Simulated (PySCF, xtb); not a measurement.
SiH2FBr, SMILES Br[SiH2]F.

Harmonic wavenumbers (cm⁻¹) from GFN2-xTB run with xtb at its own minimum, in rising order: 171, 447, 512, 576, 728, 756, 852, 2428, 2441.

Question: What does PBE0-D3(BJ)/def2-TZVP (PySCF) give at its own minimum? (The exact figures need the calculation; the answer reports its results.)

Answer: 213, 446, 609, 725, 878, 911, 960, 2275, 2289. Paired by order, the mean absolute difference is 112 cm⁻¹ and the zero-point energies are 12.7 and 13.3 kcal/mol.
